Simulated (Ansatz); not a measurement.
Coupled-cluster run, `[BH3-][O+]([SiH3])[SiH3]`.

```yaml
crystal:
  periodic: [false, false, false]
  atoms:
    - {symbol: B, position_ang: [0.074874, 1.365135, -0.721342]}
    - {symbol: O, position_ang: [0.146299, -0.140240, -0.007308]}
    - {symbol: Si, position_ang: [0.660040, -0.018140, 1.594066]}
    - {symbol: Si, position_ang: [-0.694113, -1.275726, -0.927962]}
    - {symbol: H, position_ang: [-0.919512, 1.289778, -1.410696]}
    - {symbol: H, position_ang: [-0.044604, 2.109582, 0.227850]}
    - {symbol: H, position_ang: [1.111076, 1.465898, -1.325348]}
    - {symbol: H, position_ang: [0.857278, -1.417078, 2.048238]}
    - {symbol: H, position_ang: [-0.393438, 0.639441, 2.394111]}
    - {symbol: H, position_ang: [1.930042, 0.731417, 1.600673]}
    - {symbol: H, position_ang: [-2.140409, -0.982892, -0.860121]}
    - {symbol: H, position_ang: [-0.401372, -2.585122, -0.293850]}
    - {symbol: H, position_ang: [-0.165860, -1.216852, -2.303511]}
basis:
  gaussian: {orbitals: def2-TZVPP}
correlation: {method: ccsd_t}
output: {orbitals: {seedname: orbitals}}
```

```sh
$ ansatz run in.yaml --threads 4 --pin off --events-out ev --progress --plain
```

Output of Ansatz, abridged:

```
Functional definition: HF
1546 factors; integrals over basis functions are off by at most 1.1e-3 eV
mean field evaluation 1: about -18575.4382 eV, gradient 3.3e1 eV
mean field evaluation 2: about -18575.7176 eV, gradient 3.4e1 eV
mean field evaluation 4: about -18578.8993 eV, gradient 4.8e0 eV
mean field evaluation 8: about -18578.9671 eV, gradient 1.4e-1 eV
mean field -18578.96719943 eV, -682.7644513027 hartree, gradient 2.8e-6 eV, S^2 0.000000; 0 other end points of the search recorded, 0 dependent functions left out
12 core orbitals not correlated: weight in the atoms' cores, before any rotation towards them, 1.000 or more for the frozen orbitals, at most 0.000 for the correlated occupied ones
reference -18578.96719943 eV, -682.7644513027 hartree; 13, 13 occupied and 247, 247 virtual orbitals, 1546 factors
second order -17.10308824 eV of doubles, -0.00000000 eV of singles
cycle   1  -18.11988896 eV  change    -1.0e0 eV  update   9.8e-2
cycle   2  -18.69137777 eV  change   -5.7e-1 eV  update   3.0e-2
cycle   3  -18.78590099 eV  change   -9.5e-2 eV  update   1.3e-2
cycle   4  -18.77693976 eV  change    9.0e-3 eV  update   2.8e-3
cycle   5  -18.77654136 eV  change    4.0e-4 eV  update   1.0e-3
cycle   6  -18.77649968 eV  change    4.2e-5 eV  update   2.5e-4
cycle   7  -18.77637902 eV  change    1.2e-4 eV  update   7.8e-5
cycle   8  -18.77639220 eV  change   -1.3e-5 eV  update   2.4e-5
perturbative correction -0.59709924 eV, -0.0219429924 hartree
Total energy: -18598.34069087 eV, -683.4764139814 hartree
```

Hardware: 4 threads of a server CPU on a shared host. Wall time 68 s, peak host memory 6.8 GiB.

The correlation energy is -19.373 eV, 3.1 % of it from (T); the T1 diagnostic reads 0.0110.
